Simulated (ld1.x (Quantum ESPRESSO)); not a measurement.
## How hard is this oxygen (O) ultrasoft potential?

```
Element                 : oxygen
Generator               : ld1.x (Quantum ESPRESSO) 7.5
Type                    : ultrasoft
Functional              : PBEsol
Relativity              : non-relativistic
Frozen core             : [He]
Valence charge          : 6
Reference configuration : 2s2 2p4
Partial waves           : 2s (bound): rcut 0.75, rcutus 0.80 bohr; 2s channel at -0.95 Ry: rcut 0.75, rcutus 0.80 bohr; 2p (bound): rcut 1.05, rcutus 1.30 bohr; 2p channel at 2.55 Ry: rcut 1.05, rcutus 1.30 bohr; 3d channel at 0.05 Ry: rcut 0.85, rcutus 1.10 bohr; 3d channel at 0.6 Ry: rcut 0.85, rcutus 1.10 bohr
Local potential         : all-electron potential smoothed inside 0.90 bohr (lloc = -1)
Core correction         : a·sin(br)/r model core inside 0.45 bohr
Augmentation charge     : built from norm-conserving waves at rcut, not smoothed further
```

The pseudo-atom Hamiltonian at the reference potential is diagonalised in spherical Bessel functions j_l(qr) that vanish at 20 bohr, with q² up to the cutoff. All-electron valence levels (Ry): 2s -1.7465, 2p -0.6601.

**Question.** How do the lowest levels (Ry) of each channel move with the cutoff, and are there ghosts?

**Answer.**

| cutoff (Ry) | s #1 | p #1 | p #2 | d #1 | f #1 | f #2 | Σ f·Δε (mRy) |
| --- | --- | --- | --- | --- | --- | --- | --- |
| 8 | -1.6769 | -0.1822 | 0.0470 | 0.0794 | 0.1207 | 0.2626 | 2051.0 |
| 15 | -1.7216 | -0.4776 | 0.0420 | 0.0794 | 0.1207 | 0.2626 | 780.2 |
| 30 | -1.7300 | -0.6455 | 0.0404 | 0.0794 | 0.1207 | 0.2626 | 91.6 |
| 45 | -1.7424 | -0.6597 | 0.0403 | 0.0794 | 0.1207 | 0.2626 | 10.1 |
| 70 | -1.7462 | -0.6600 | 0.0403 | 0.0794 | 0.1207 | 0.2626 | 1.2 |
| 100 | -1.7463 | -0.6601 | 0.0403 | 0.0794 | 0.1207 | 0.2626 | 0.6 |
| 400 | -1.7465 | -0.6602 | 0.0403 | 0.0794 | 0.1207 | 0.2626 | 0.0 |

Result: no extra level below or beside the all-electron valence levels (s, p, d, f tested); 10 mRy is reached at 50 Ry and 1 mRy at 80 Ry.
